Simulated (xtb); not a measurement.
C4H5Cl, SMILES C1C=C(Cl)C1. All values are semi-empirical tight-binding results from xtb (GFN2-xTB unless named), good for trends rather than for accurate numbers. Coordinates come from a GFN2-xTB optimisation.

**Question.** Estimate the properties. (The exact figures need the calculation; the answer reports its results.)

**Answer.** 
```json
{
  "point_group_as_xtb_finds_it": "Cs",
  "orbital_gap": "4.67 eV",
  "dipole_moment": "1.82 D",
  "zero_point_energy": "47.9 kcal/mol",
  "G − E(el) at 298.15 K (modified RRHO)": "30.2 kcal/mol",
  "static polarisability (D4 model)": "57.6 bohr³",
  "solvation energy, GFN2-xTB/ALPB(water)": "-1.7 kcal/mol",
  "solvation energy, GFN2-xTB/ALPB(thf)": "-5.1 kcal/mol"
}
```
